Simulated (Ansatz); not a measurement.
## Four-centre ligand exchange

Start structure (ZnNH5O2, singlet), relaxed at PBE0-D4/def2-TZVP:

```json
{"atom": "Zn1", "x (Å)": "0.2075", "y (Å)": "0.3905", "z (Å)": "-0.6164"}
{"atom": "O2", "x (Å)": "1.8575", "y (Å)": "0.7047", "z (Å)": "0.0733"}
{"atom": "O3", "x (Å)": "-1.2385", "y (Å)": "0.3530", "z (Å)": "-1.7029"}
{"atom": "H4", "x (Å)": "0.3193", "y (Å)": "-0.7556", "z (Å)": "1.7300"}
{"atom": "N5", "x (Å)": "-0.4718", "y (Å)": "-0.7332", "z (Å)": "1.0960"}
{"atom": "H6", "x (Å)": "2.4554", "y (Å)": "1.2147", "z (Å)": "-0.4731"}
{"atom": "H7", "x (Å)": "-1.1343", "y (Å)": "0.8091", "z (Å)": "-2.5384"}
{"atom": "H8", "x (Å)": "-0.7375", "y (Å)": "-1.6829", "z (Å)": "0.8657"}
{"atom": "H9", "x (Å)": "-1.2576", "y (Å)": "-0.3004", "z (Å)": "1.5659"}
```

The step: ZnH₂O₂ ([OH][Zn][OH]) + NH₃ → ZnNH₃O ([NH2][Zn][OH]) + H₂O; bonds formed: O2–H4; dative contacts that become bonds: Zn1–N5; bonds broken: Zn1–O2, H4–N5. Program: Ansatz 0.2.0. Basis: def2-TZVPP and def2-QZVPP. Cores are frozen in the correlated methods. The 3s and 3p shells of Cu and Zn are frozen; filled d shells are correlated. Extrapolation: Hartree–Fock as exp(−7.88 √X), correlation as X^−2.97. Energies below are by CCSD(T) at an estimated basis limit (MP2 extrapolated from triple and quadruple zeta, plus CCSD(T) − MP2 in triple zeta).

Problem. What are the electronic barrier and the energy of the step, from the start structure to the end structure? (An estimate is asked for; the value comes from the calculation.)

Solution. Computed: Barrier 0.901 eV; step energy 0.631 eV (uphill); reverse barrier, their difference, 0.270 eV. Barrier and step energy count from the start structure, the reverse barrier from the end structure.

The saddle point: One imaginary mode of 1022i cm⁻¹.
```
  pair  start (Å)  saddle (Å)  end (Å)
Zn1–N5       2.16        1.96     1.86
 O2–H4       2.69        1.20     0.98
Zn1–O2       1.82        2.06     2.36
 H4–N5       1.01        1.32     1.93
```

Zero-point energy (harmonic, PBE0-D4): ZPE is 1.749 eV at the start and 1.628 eV at the saddle, so the barrier goes from 0.901 to 0.780 eV.

No T1 diagnostic of these runs exceeds 0.016.

Labels in which every atom is bracketed show which atoms are joined, not bond orders.

For scale, one of the runs: CCSD(T)/def2-TZVPP, 227 basis functions, launched by `ansatz run in.yaml --threads 8 --pin off --events-out ev --progress --plain --max-ram 19148MiB`. The run took 86 s on 8 CPU threads of an Arm Neoverse V1 (shared host), with 4 GiB of host memory at its peak.
